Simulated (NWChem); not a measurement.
System meant: GeNH2F3; SMILES [NH2][Ge]([F])([F])[F]

NWChem input:

```
start job
memory heap 200 mb stack 900 mb global 1100 mb
geometry units angstroms noautoz
  N     -0.008325    -1.772337     0.433118
  Ge    -0.000141    -0.017127    -0.011216
  F     -1.393793     0.358899    -0.946748
  F      1.402482     0.348102    -0.937583
  F      0.000080     1.123069     1.288865
  H     -0.842448    -2.042589     0.948151
  H      0.820373    -2.048911     0.953526
end
basis spherical
  * library def2-svp
end
dft
  xc b3lyp
  iterations 4
  mulliken
end
task dft energy
```

End of the output:

```
    Atom       Charge   Shell Charges
 -----------   ------   -------------------------------------------------------
    1 N    7     7.16   1.97  0.72  0.45  2.20  1.79  0.03
    2 Ge  32    31.42   2.00  2.00  1.92  0.67  0.24  5.99  5.81  1.18  0.70  7.85  2.06  1.02
    3 F    9     9.19   1.98  1.02  0.77  3.21  2.21  0.01
    4 F    9     9.19   1.98  1.02  0.77  3.21  2.21  0.01
    5 F    9     9.20   1.98  1.02  0.77  3.21  2.22  0.01
    6 H    1     0.92   0.59  0.20  0.12
    7 H    1     0.92   0.59  0.20  0.12

 center of mass
 --------------
 x =  -0.03376914 y =   0.07373106 z =   0.00000000

 moments of inertia (a.u.)
 ------------------
         559.562516356643          -0.000004178547           0.000000000000
          -0.000004178547         518.846999428565           0.000000000000
           0.000000000000           0.000000000000         537.957928844876

     Multipole analysis of the density
     ---------------------------------

     L   x y z        total         alpha         beta         nuclear
     -   - - -        -----         -----         ----         -------
     0   0 0 0     -0.000000    -34.000000    -34.000000     68.000000

     1   1 0 0      0.833550      0.416775      0.416775      0.000000
     1   0 1 0     -1.057482     -0.528741     -0.528741      0.000000
     1   0 0 1      0.000000      0.000000      0.000000      0.000000

     2   2 0 0    -28.568851    -75.309119    -75.309119    122.049386
     2   1 1 0     -3.674021      2.635667      2.635667     -8.945355
     2   1 0 1      0.000000      0.000000      0.000000      0.000000
     2   0 2 0    -27.188254    -91.858656    -91.858656    156.529058
     2   0 1 1      0.000000      0.000000      0.000000      0.000000
     2   0 0 2    -28.775862    -79.684147    -79.684147    130.592432

 ------------------------------------------------------------------------
 dft energy failed                                                                                  0
 ------------------------------------------------------------------------
 ------------------------------------------------------------------------
  current input line :
    20: task dft energy
 ------------------------------------------------------------------------
 ------------------------------------------------------------------------
 This type of error is most commonly associated with calculations not reaching convergence criteria
 ------------------------------------------------------------------------
 For more information see the NWChem manual at https://nwchemgit.github.io

0:dft energy failed:Received an Error in Communication
```

Q: Can this run be used? If not, why, and what is the fix?

A: Convergence was not reached. Cause: the SCF was allowed too few iterations. This input runs:
```
start job
memory heap 200 mb stack 900 mb global 1100 mb
geometry units angstroms noautoz
  N     -0.008325    -1.772337     0.433118
  Ge    -0.000141    -0.017127    -0.011216
  F     -1.393793     0.358899    -0.946748
  F      1.402482     0.348102    -0.937583
  F      0.000080     1.123069     1.288865
  H     -0.842448    -2.042589     0.948151
  H      0.820373    -2.048911     0.953526
end
basis spherical
  * library def2-svp
end
dft
  xc b3lyp
  iterations 150
  mulliken
end
task dft energy
```
It converges to -2432.11438 Ha (B3LYP/def2-SVP).
